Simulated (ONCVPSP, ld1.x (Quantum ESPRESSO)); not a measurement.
Pseudopotentials across the periodic table

Generated with ld1.x 7.5 (TM, RRKJ, ultrasoft, PAW), atompaw 4.2 or ONCVPSP 4.0.1. The cutoff is in Ry: for ld1.x and atompaw files where the sum of valence levels is converged to 10 mRy in a Bessel basis, for ONCV files where the hardest occupied wave has 1 mHa per electron of residual kinetic energy. The error is the largest all-electron minus pseudo excitation energy over each file’s own four to seven test configurations (ionisations up to +4, promotions, holes and added fractions of an electron), all of which were solved. The labels leave out finer settings (local radius, basis sizes, second energies), which also bear on the numbers. Spin-polarised tests are not counted. The rows are a selection from randomly drawn settings: files with unsolved tests, undetermined cutoffs or missed reference levels are left out.

A true bound ghost makes a file unfit for plane-wave use even where its test errors are small: the radial tests pick states by their node count and pass the ghost by.

| element | potential | cutoff (Ry) | largest error (meV) | bound ghosts |
| --- | --- | --- | --- | --- |
| N | ONCV, PBE, scalar-relativistic, rc 0.80/1.65 (sp), local s, core correction yes, reference 2s2 2p1, qcut 10.4/9.9, projectors 0/3 | 67 | +147 | none |
| Ni | ONCV, LDA (Perdew-Wang 92), scalar-relativistic, rc 1.90/0.80/0.85 (spd), local smoothed, core correction no, reference 3p6 3d8 4s2, qcut 4/8.6/16.3, projectors 2/1/2 | 226 | +81 | s |
| Br | ONCV, LDA (Perdew-Wang 92), scalar-relativistic, rc 0.80/0.75/1.05 (spd), local smoothed, core correction no, reference 3s2 3p6 3d10 4s1 4p6, qcut 16.5/17.9/15.5, projectors 2/2/1 | 199 | -381 | none |
| Kr | ONCV, PW91, non-relativistic, rc 1.05/1.10/1.00/1.10 (spdf), local d, core correction yes, reference 3s2 3p6 3d10 4s2 4p5.5, qcut 9.4/10.5/15.8/10.9, projectors 2/3/0/2 | 223 | +177 | s |
| Rh | ONCV, PBE, scalar-relativistic, rc 1.35/1.65/2.00 (spd), local smoothed, core correction yes, reference 4s2 4p6 4d8 5p1, qcut 10.3/9/6.5, projectors 3/2/2 | 70 | +19 | none |
| Sb | ONCV, LDA (Perdew-Zunger), scalar-relativistic, rc 1.75/1.50/0.90 (spd), local smoothed, core correction no, reference 4d10 5s2, qcut 3.3/5.2/10.4, projectors 2/2/3 | 99 | -501 | s, p, d |
| Lu | ONCV, LDA (Perdew-Zunger), scalar-relativistic, rc 3.20/3.20/2.45/1.15 (spdf), local smoothed, core correction yes, reference 4f14 5d1 6s1 6p1, qcut 1.9/2.1/5.7/15.2, projectors 3/3/2/1 | 199 | -19 | s |

Problem. Fill in the row for Sb: TM, PBE, fully relativistic, rc 1.80/2.10/1.00 (spd), local s, core correction yes, reference 4d10 5s1 5p4.

Solution. cutoff 110 Ry, largest error -427 meV, bound ghosts: none.

Problem. Fill in the row for Mo: ONCV, PBE, fully relativistic, rc 1.50/1.20/2.50 (spd), local smoothed, core correction no, reference 4s2 4p6 4d5 5s1, qcut 6.2/8.1/5, projectors 2/1/3.

Solution. cutoff 60 Ry, largest error +104 meV, bound ghosts: none.
